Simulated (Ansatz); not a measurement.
`CCB(N)Cl` → `[CH2]` (triplet) + `CB(N)Cl` at 500 K and 1 bar (formal loss of a carbene).

Isolated molecules relaxed with PBE0-D4/def2-TZVP in Ansatz; ΔE leaves out vibrations. CBS: MP2 limit from def2 TZ/QZ plus the TZ coupled-cluster correction, frozen cores. This one scheme is used for every species. Triplets are unrestricted, without spin–orbit coupling. One conformer a species, not always the lowest.

```csv
species,CCSD(T)/CBS energy (Eh),H − E (kJ/mol),S (J/(mol·K))
`CCB(N)Cl`,-619.70335,304.6,403.2
`[CH2]` (triplet),-39.09499,62.7,213.9
`CB(N)Cl`,-580.44617,219.9,357.6
```

H − E and S are ideal-gas, rigid-rotor, harmonic terms from PBE0-D4/def2-TZVP, for one conformer and one mirror image of each species, with the whole ground term of open shells counted as degenerate. 1 Eh = 2625.50 kJ/mol, R = 8.31446 J/(mol·K).

Q: By hand: ΔE, ΔH, ΔS and ΔG.

A: ΔE = (-39.09499) + (-580.44617) − (-619.70335) = 0.16219 Eh = 425.8 kJ/mol. Δ(H − E) = 62.7 + 219.9 − 304.6 = -22.0, so ΔH = 403.8 kJ/mol. ΔS = 213.9 + 357.6 − 403.2 = 168.3 J/(mol·K). ΔG = 403.8 − 500 × (168.3)/1000 = 319.6 kJ/mol.

Q: By hand: the equilibrium constant, and the temperature at which ΔG would vanish if ΔH and ΔS stayed fixed.

A: log₁₀ K = −ΔG/(RT ln 10) = -33.4. ΔG = 0 at ΔH/ΔS = 2399 K.

The number of gas molecules changes by +1, which sets the sign of ΔS. A doubt of 5 kJ/mol in ΔE shifts log₁₀ K by 0.5 here. Other conformers and mirror images would add mixing entropy, several J/(mol·K) or more a flexible species. Modes under 60 cm⁻¹, often nearly free rotors, make the harmonic entropy too high. A triplet takes part, so the spin changes. These are equilibria of isolated gas molecules and say nothing of rates. Largest T1 diagnostic: 0.011 (customary marks: 0.02 for closed shells, 0.045 for open ones).
